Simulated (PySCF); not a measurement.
CH10FNSi3, SMILES [C@@H]([SiH3])([Si@@H](F)[SiH3])N. Atoms are numbered in the order given.

```xyz
16

N      0.3717    -1.8383     0.1551
C      0.8434    -0.5028    -0.2890
Si     2.6317    -0.0816     0.1834
Si    -0.5527     0.5842     0.3722
F     -0.3426     2.1455    -0.0861
Si    -2.5499    -0.3177    -0.4671
H      0.6362    -2.0247     1.1225
H      0.7545    -2.5937    -0.4121
H      0.7566    -0.4545    -1.3889
H      3.0155     1.2890    -0.2624
H      2.7583    -0.1727     1.6691
H      3.5643    -1.0815    -0.4216
H     -0.5090     0.5665     1.8654
H     -2.2813    -0.9268    -1.8039
H     -3.0936    -1.3591     0.4512
H     -3.5886     0.7437    -0.6355
```

Coordinates come from a B3LYP-D3(BJ)/def2-SVP optimisation. The structure was generated by enumeration; whether it is a known compound was not checked. One conformer was computed; it need not be the lowest.

These are PBE/def2-TZVP (PySCF) values and carry that method's errors.

Computed frontier levels, gap, dipole moment:
- highest occupied level: -5.77 eV
- lowest empty level: -1.22 eV
- orbital gap: 4.55 eV
- dipole moment: 2.51 D
- quadrupole, principal values (traceless, Buckingham form, about the centre of nuclear charge): -5.92, 1.64, 4.28 D·Å
